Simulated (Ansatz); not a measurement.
A nudged elastic band was laid between two geometries of C$_{2}$H$_{11}$SbSi$_{2}$ (16 atoms, charge 0, multiplicity 1).

The calculation used Ansatz, RHF/def2-SVP.

```
movable images  : 5
climbing image  : yes
spring          : 5.0 eV/Å²
optimiser       : quadratic models (default)
start path      : through a guess of the saddle point
force threshold : 0.03 eV/Å
iteration limit : 60
end points      : relaxed
```

First end point:

```xyz
16
Properties=species:S:1:pos:R:3
C -0.815 -1.452 -0.579
C 0.468 -0.650 -0.298
Sb 2.012 -1.136 -1.798
Si 0.168 1.222 -0.183
Si -1.240 1.791 1.643
H -1.266 -1.175 -1.534
H -1.569 -1.284 0.195
H -0.624 -2.527 -0.606
H 0.894 -0.968 0.656
H 3.315 -0.506 -0.901
H 2.260 -2.723 -1.225
H 1.464 1.933 -0.019
H -0.454 1.708 -1.445
H -0.650 1.295 2.913
H -1.399 3.264 1.737
H -2.586 1.183 1.487
```

Last end point:

```xyz
16
Properties=species:S:1:pos:R:3
C -0.811 -1.445 -0.597
C 0.471 -0.637 -0.324
Sb 1.980 -1.074 -1.873
Si 0.157 1.228 -0.150
Si -1.226 1.741 1.711
H -0.610 -2.517 -0.647
H -1.282 -1.154 -1.539
H -1.553 -1.298 0.192
H 0.921 -0.978 0.611
H 3.303 -0.471 -0.989
H 2.239 -2.674 -1.349
H 1.449 1.944 0.020
H -0.485 1.747 -1.387
H -0.626 1.201 2.959
H -1.367 3.212 1.852
H -2.581 1.152 1.554
```

Question: What changes between the two ends?

Answer: No bond is made or broken. The dihedral H6–C1–C2–Sb3 goes from -64 to 57°. The two ends are copies of one structure, up to a mirror image or an exchange of like atoms.

Question: Give the energies along the band, and the barrier.

Answer: It converged. The highest image is number 3 of 0 to 6, 0.131 eV above the ends, which have the same energy within 2 meV. A vibrational analysis at the climbing image gives one clearly imaginary mode, 228i cm⁻¹: a first-order saddle point.

| image | path coordinate (Å) | energy (eV) | dihedral H6–C1–C2–Sb3 (°) |
| --- | --- | --- | --- |
| 0 | 0.00 | 0.000 | -64 |
| 1 | 0.63 | 0.026 | -46 |
| 2 | 1.25 | 0.094 | -25 |
| 3 | 1.88 | 0.131 | -4 |
| 4 | 2.49 | 0.096 | 18 |
| 5 | 3.09 | 0.028 | 38 |
| 6 | 3.70 | 0.000 | 57 |

Question: What is the geometry of the highest image?

Answer: 
```xyz
16
Properties=species:S:1:pos:R:3
C -0.824 -1.430 -0.606
C 0.473 -0.621 -0.335
Sb 2.004 -1.063 -1.859
Si 0.163 1.242 -0.158
Si -1.216 1.724 1.715
H -0.782 -2.019 -1.525
H -1.707 -0.794 -0.698
H -1.019 -2.132 0.206
H 0.923 -0.953 0.601
H 3.328 -0.506 -0.943
H 2.215 -2.678 -1.358
H 1.453 1.964 0.007
H -0.492 1.762 -1.388
H -0.577 1.221 2.958
H -1.421 3.188 1.848
H -2.544 1.073 1.579
```

Question: What are the harmonic wavenumbers there?

Answer: 228i, 49, 91, 94, 131, 147, 231, 278, 406, 435, 477, 582, 621, 649, 698, 750, 820, 866, 923, 979, 1016, 1022, 1029, 1058, 1105, 1130, 1191, 1352, 1541, 1596, 1607, 2048, 2060, 2295, 2303, 2310, 2313, 2323, 3170, 3223, 3234, 3263 cm⁻¹.

Run time: 3.5 min on 2 threads of Arm Neoverse V2 (shared host), peak memory 0.44 GiB.
